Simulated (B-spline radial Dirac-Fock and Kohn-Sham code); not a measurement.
Ir³⁺: non-radiative channels of the N6 vacancy

System: the Ir³⁺ ion in the configuration 1s2 2s2 2p6 3s2 3p6 3d10 4s2 4p6 4d10 4f14 5s2 5p6 5d6.

Method: a relativistic independent-particle model: LDA orbitals of the hole state, radiative multipoles to third order, Auger rates from the Coulomb interaction with a continuum orbital, Dirac-Fock energies. Computed with an atomic code on a B-spline grid. Kinetic energies are configuration averages from the vacuum level; the two-hole energies are estimated from single-hole states.

| transition | kinetic energy (eV) | width (meV) | share (%) |
| --- | --- | --- | --- |
| N6-O4O4 | 6.82 | 57.5 | 38.0 |
| N6-O4O5 | 8.28 | 89.1 | 58.9 |
| N6-O5O5 | 9.74 | 4.62 | 3.1 |

Channels within a few eV of threshold rest on estimated energies and may be closed in reality. The listed channels hold 100 % of the non-radiative rate. Summed by principal shells, of 0.151 eV in all: NOO 100.0 %.
